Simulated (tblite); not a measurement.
A tight-binding relaxation on `c1([SiH2][GeH2][GeH3])ccco1`.

Computed with GFN2-xTB geometry optimisation, gas phase (tblite 0.8.0). Start geometry: from a force field or distance geometry. The command runs a driver script over a list of jobs; the input below is this job's line of settings and its coordinates in Å.

Command:
```bash
OMP_NUM_THREADS=1 python probes_run.py task.json out
```

Input:
```
{"job": {"kind": "relax", "xc": "GFN2-xTB", "basis": "xTB"}, "charge": 0, "multiplicity": 1}
Ge     3.724900     0.527300     0.202400
Ge     1.794400    -0.930300     0.208200
Si     0.324600    -0.054200    -1.312800
C     -1.372800     0.200700    -0.647200
C     -2.452600    -0.659900    -0.887700
C     -3.525200    -0.128200    -0.211000
C     -3.078000     1.011000     0.431900
O     -1.802000     1.165900     0.160500
H      3.384200     1.908900     0.792200
H      4.061400     0.742500    -1.300000
H      4.941300    -0.142200     0.839400
H      1.196900    -1.110000     1.617700
H      2.325800    -2.337200    -0.223700
H      0.304500    -0.981300    -2.471600
H      0.828800     1.240600    -1.852600
H     -2.471600    -1.548400    -1.488100
H     -4.523200    -0.549100    -0.192300
H     -3.670200     1.650300     1.058000
```

Output:
```
step      E/eV     max force
  0    -633.48156    2.087
  1    -633.63183    0.710
  2    -633.67222    0.527
  3    -633.73614    0.516
  4    -633.76048    0.611
  5    -633.78560    0.481
  6    -633.79625    0.288
  7    -633.80573    0.378
  8    -633.81680    0.376
  9    -633.82605    0.338
... (162 lines left out)
172    -633.99289    0.019
173    -633.99293    0.015
174    -633.99297    0.018
175    -633.99300    0.016
176    -633.99304    0.014
177    -633.99308    0.013
178    -633.99312    0.013
179    -633.99315    0.014
180    -633.99317    0.012
181    -633.99319    0.009
```

«max force» is the largest atomic force in eV/Å.

Question: From which step on does the largest force stay under 0.1 eV/Å, and how much energy is left to gain from there?

Answer: From step 141 (0.078 eV/Å), 5.4 meV above the end.

Summary of the converged run: energy lowered by 11.8 kcal/mol over 181 steps; largest atomic force 0.009 eV/Å at the end.

Question: Where do the atoms end?

Answer: 0.876 Å rms from the input after alignment:
```
atom  x, y, z in Å
Ge1    3.6804    0.7273    0.1953
Ge2    1.6951   -0.5947    0.2860
Si3    0.2724   -0.4974   -1.5808
C4    -1.4222   -0.1800   -0.8607
C5    -2.6919   -0.0679   -1.3584
C6    -3.5416    0.1739   -0.2570
C7    -2.7310    0.1939    0.8381
O8    -1.4586   -0.0176    0.4852
H9     3.5074    2.1554    0.6310
H10    4.2587    0.8516   -1.1879
H11    4.8323    0.2329    1.0226
H12    1.0540   -0.2998    1.6186
H13    2.1751   -2.0152    0.5172
H14    0.2529   -1.7507   -2.3435
H15    0.6254    0.5935   -2.4984
H16   -2.9754   -0.1518   -2.3877
H17   -4.6035    0.3119   -0.2759
H18   -2.9384    0.3411    1.8800
```

Hardware: Arm Neoverse V2, one thread, on a shared host. Cost: 1.6 s.
Labels such as C1 count atoms from 1, the log's own numbers from 0.
